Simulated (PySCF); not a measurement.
# SnMe3(NEt2) in a uniform electric field

Compound: SnMe3(NEt2), C7H19NSn.
Geometry (PBE0-D3(BJ)/def2-SVP, Å), atoms numbered from 1 in this order:
```xyz
28
C7H19NSn angstrom
Sn     0.5752    1.1328    0.4673
C      1.0150    1.0054    2.5680
H      0.0847    1.0770    3.1489
H      1.6926    1.8157    2.8732
H      1.4964    0.0428    2.7940
C      2.4068    1.1732   -0.6756
H      3.0748    1.9716   -0.3201
H      2.1846    1.3433   -1.7389
H      2.9268    0.2092   -0.5762
C     -0.7059    2.7888   -0.0163
H     -0.8986    2.8257   -1.0980
H     -0.2350    3.7342    0.2893
H     -1.6649    2.6858    0.5114
N     -0.5089   -0.5538    0.0236
C     -1.4817   -0.5172   -1.0432
C     -0.9036   -0.5192   -2.4568
C      0.0698   -1.8484    0.3059
C     -0.8462   -2.7622    1.1130
H     -2.1203    0.3757   -0.9193
H     -2.1734   -1.3748   -0.9388
H     -0.2949    0.3824   -2.6361
H     -0.2558   -1.3938   -2.6249
H     -1.6995   -0.5430   -3.2188
H      0.3828   -2.3761   -0.6212
H      1.0043   -1.7093    0.8791
H     -1.1097   -2.2881    2.0708
H     -1.7839   -2.9711    0.5750
H     -0.3614   -3.7299    1.3195
```

Level: B3LYP/def2-SVPD (PySCF); nuclei fixed, core orbitals frozen in the response. Permanent dipole (0.439, 0.622, -0.057) D (1 au = 2.5417 D). Static polarisability (au):

```
x   132.42   3.60   4.29
y     3.60 141.66  -2.38
z     4.29  -2.38 139.35
```

Only the terms in μ and α are kept: μ(F) = μ + αF and ΔE = −μ·F − ½ F·αF.

**Question.** Apply 0.008 au along ±x, ±y and ±z in turn. Tabulate induced and total dipoles and both energy terms.

**Answer.** 
| field along | induced x (D) | induced y (D) | induced z (D) | total size (D) | −μ·F (kJ/mol) | −½F·αF (kJ/mol) |
| --- | --- | --- | --- | --- | --- | --- |
| +x | 2.693 | 0.073 | 0.087 | 3.208 | -3.628 | -11.125 |
| −x | -2.693 | -0.073 | -0.087 | 2.324 | +3.628 | -11.125 |
| +y | 0.073 | 2.881 | -0.048 | 3.541 | -5.140 | -11.902 |
| −y | -0.073 | -2.881 | 0.048 | 2.288 | +5.140 | -11.902 |
| +z | 0.087 | -0.048 | 2.834 | 2.884 | +0.471 | -11.708 |
| −z | -0.087 | 0.048 | -2.834 | 2.988 | -0.471 | -11.708 |

**Question.** For the field (-0.0032, 0.0024, -0.0008) au, what is the induced dipole, and what angle does it make with the field?

**Answer.** αF = (-1.064, 0.840, -0.333) D, at 2.8° to the field. The polarisability along this direction, F·αF/F², is 134.43 au, against a mean of 137.81 au.

**Question.** At what field along the permanent dipole would the induced dipole along it equal the permanent one, in this linear picture?

**Answer.** The polarisability along the dipole is 141.89 au, so F = 0.3004 au / 141.89 au = 0.0021 au = 0.11 V/Å; higher-order terms are ignored.

**Question.** What field makes μF equal to kT at 400 K?

**Answer.** kT = 1.2667 × 10⁻³ Eh, so F = 0.00422 au = 21.7 MV/cm.

**Question.** A unit point charge sits 20 Å away. Estimate the induction energy −αe²/2R⁴ with the mean polarisability, treating the molecule as a point.

**Answer.** R = 37.79 bohr, so the energy is −137.8/(2 × 37.79⁴) Eh = -0.0887 kJ/mol. The charge–dipole term at its most favourable orientation, −μe/R², is -0.552 kJ/mol.

Geometry: PBE0-D3(BJ)/def2-SVP, one conformer, isolated molecule. Atoms past krypton carry effective core potentials; spin–orbit coupling is left out.
